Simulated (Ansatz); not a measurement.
`C[O][In]([SH])[O][SiH3]` + H₂O → `C[O][In]([OH])[SH]` + `O[SiH3]`  (formal hydrolysis of the In–O bond)

Gas-phase electronic energies from Ansatz, PBE0-D4/def2-TZVP geometries. CCSD(T)/CBS is the MP2 limit (def2-TZVPP, def2-QZVPP) plus CCSD(T) − MP2 in def2-TZVPP, frozen cores. This one scheme is used for every species. DFT in def2-TZVPP. Elements past krypton have def2 core potentials. For In outer-core shells are correlated without core-valence functions, which leaves a few kJ/mol of doubt a bond. One conformer a species, not always the lowest.

(1) Is it downhill or uphill in electronic energy at CCSD(T)/CBS, and by how much? (An estimate is asked.)

(2) What do these levels give: PBE-D4, PBE0-D4, ωB97M-V, B2PLYP, PBE, PBE0, HF/def2-TZVPP, MP2/def2-TZVPP, CCSD(T)/def2-TZVPP, HF/def2-QZVPP, HF/CBS(def2), CCSD/CBS(def2)? (An estimate is asked.)

Largest T1 diagnostic among the species: 0.016.

Results:

(1) Ansatz gave: Uphill: ΔE = +23.7 kJ/mol.

(2) Computed: PBE-D4 13.9, PBE0-D4 18.6, ωB97M-V 18.0, B2PLYP 14.8, PBE 8.1, PBE0 13.1, HF/def2-TZVPP 20.3, MP2/def2-TZVPP 21.7, CCSD(T)/def2-TZVPP 22.4, HF/def2-QZVPP 21.5, HF/CBS(def2) 21.6, CCSD/CBS(def2) 23.4 kJ/mol.

The D4 term adds +9.0 kJ/mol with B3LYP and +5.5 kJ/mol with PBE0; it sums over pairs of atoms, weighted by their polarisabilities, and B3LYP, whose exchange is more repulsive, gets the larger term. From PBE to PBE0 (25 % exact exchange), in def2-TZVPP and without D4, ΔE moves by +5.0 kJ/mol.

B3LYP here is the variant with VWN-RPA as its local correlation; programs differ in this.
